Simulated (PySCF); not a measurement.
# Distorted geometries of [Bi(SiH3)3]2+

[Bi(SiH3)3]2+ (singlet). PySCF 2.14.0, RKS r2SCAN, Bi def2-SVP with ECP60, Si def2-SVP, H def2-SVP; non-relativistic Hamiltonian with scalar-relativistic core potentials where named; density fitting; no spin-orbit coupling. Relaxed geometry:

```xyz
13

Bi    0.0000    0.0000   -0.5380
Si    2.7652    0.0000   -0.6987
H     3.1147   -1.2773   -0.0345
H     2.7819    0.0000   -2.1901
H     3.1147    1.2774   -0.0345
Si   -1.3826    2.3947   -0.6987
H    -0.4511    3.3361   -0.0345
H    -1.3909    2.4092   -2.1901
H    -2.6636    2.0587   -0.0345
Si   -1.3826   -2.3948   -0.6987
H    -2.6635   -2.0587   -0.0345
H    -1.3909   -2.4092   -2.1901
H    -0.4511   -3.3361   -0.0345
```

**Question.** Order these distorted geometries by energy above the relaxed one, lowest first.
A.
```xyz
13

Bi   -0.0450    0.0001   -0.6257
Si    2.8864   -0.0835   -0.5461
H     3.1383   -1.4516    0.1139
H     2.6467   -0.0045   -2.1152
H     3.0986    1.2484   -0.2124
Si   -1.4643    2.4853   -0.8263
H    -0.3700    3.1660   -0.0264
H    -1.5145    2.5850   -2.0036
H    -2.6705    1.9393   -0.1363
Si   -1.3490   -2.4898   -0.8111
H    -2.8080   -1.7387   -0.0305
H    -1.2343   -2.3900   -2.1071
H    -0.3144   -3.2660   -0.0843
```
B.
```xyz
13

Bi   -0.0749   -0.0009   -0.5068
Si    2.7997    0.0050   -0.6555
H     3.1711   -1.3613    0.0759
H     2.8287    0.0428   -2.2793
H     3.1516    1.2876   -0.0204
Si   -1.4207    2.3730   -0.7595
H    -0.4850    3.3123   -0.0748
H    -1.4117    2.4891   -2.2275
H    -2.6453    2.0207   -0.0631
Si   -1.3766   -2.3929   -0.7172
H    -2.6807   -2.0794   -0.0145
H    -1.4337   -2.3101   -2.1423
H    -0.4223   -3.3859   -0.0258
```
C.
```xyz
13

Bi   -0.0075   -0.0649   -0.5654
Si    2.9652   -0.0176   -0.4546
H     3.0598   -1.3470   -0.3585
H     3.0893   -0.0815   -2.0951
H     2.9388    1.3068   -0.1038
Si   -1.4314    2.4007   -0.8395
H    -0.5243    3.3449    0.0837
H    -1.2913    2.3294   -2.4100
H    -2.5419    2.2076    0.2091
Si   -1.4303   -2.1800   -0.5689
H    -2.7648   -2.1978   -0.1882
H    -1.2745   -2.2815   -2.0900
H    -0.7871   -3.4193   -0.0298
```

**Answer.** B (0.39 eV), C (2.32 eV), A (3.13 eV).

**Question.** Which forces (eV/Å) act in the one that lies 2.32 eV up?

**Answer.** 
```
Bi   0.76  1.16  0.31
Si  -1.34  0.68 -5.02
H    0.70 -3.62  1.75
H   -0.21  0.53  1.71
H    0.40  2.30  1.52
Si   0.95  0.55  1.17
H   -0.40 -0.85 -1.47
H   -0.50  0.32  1.40
H    0.02 -0.27 -1.27
Si   1.34 -2.23 -0.99
H   -2.19  0.69  0.62
H    0.07  0.35  0.19
H    0.41  0.38  0.08
```
Forces carry noise of the integration grid, about 0.01 to 0.03 eV/Å.

No frequency check is given that shows the relaxed geometry to be a minimum.
